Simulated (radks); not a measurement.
These are the eigenvalues of the occupied orbitals of an atom or ion with whole-number occupations (eV). Method: scalar-relativistic Kohn-Sham, PBEsol, spin-polarised, spherical densities, finite nucleus; Fermi nuclear charge, rms radius of each element as measured or else 0.836 A^(1/3) + 0.57 fm; computed with a radial shooting solver on a logarithmic mesh with Libxc functionals.

| orbital | eigenvalue |
|---|---|
| 1s up | -32979.81 |
| 1s down | -32979.76 |
| 2s up | -5107.360 |
| 2s down | -5107.336 |
| 2p up | -4586.431 |
| 2p down | -4586.390 |
| 3s up | -1041.482 |
| 3s down | -1041.438 |
| 3p up | -872.6590 |
| 3p down | -872.6093 |
| 3d up | -619.5669 |
| 3d down | -619.5197 |
| 4s up | -193.8353 |
| 4s down | -193.7350 |
| 4p up | -140.8592 |
| 4p down | -140.7511 |
| 4d up | -63.5419 |
| 4d down | -63.3669 |
| 5p up | -16.7364 |
| 5p down | -15.8394 |
| 6p up | -2.2633 |

Which element is it, and in what charge state? The configuration may be excited. Open shells, if any, are filled with parallel spins first.

Answer. Z = 53, iodine, charge 0: I in [Kr] 4d10 5p5 6p2. The list shows which subshells hold electrons but not how many an open one holds; the 1s level, -1212 hartree, gives Z - s = 49.2 by -(Z - s)^2/2, which with screening and relativity narrows Z to a few neighbours, and the depths of the outer levels then fix element, charge and occupations together.
